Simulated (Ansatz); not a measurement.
Job for Ansatz (a quantum-chemistry and plane-wave program): R-BHLYP/def2-TZVPP on H2O (SMILES O).

Ansatz 0.2 input:
```yaml
crystal:
  periodic: [false, false, false]
  atoms:
    - {symbol: O, position_ang: [-0.00000000, 0.00000000, 0.38961139]}
    - {symbol: H, position_ang: [0.00000000, 0.76498632, -0.19485569]}
    - {symbol: H, position_ang: [0.00000000, -0.76498632, -0.19485569]}
basis:
  gaussian:
    orbitals: def2-TZVPP
hamiltonian:
  xc: {name: BHLYP}
scf: {lower_state_search: off}
```

### Question
Give the final energy of this run.

### Answer
-76.4230 hartree.
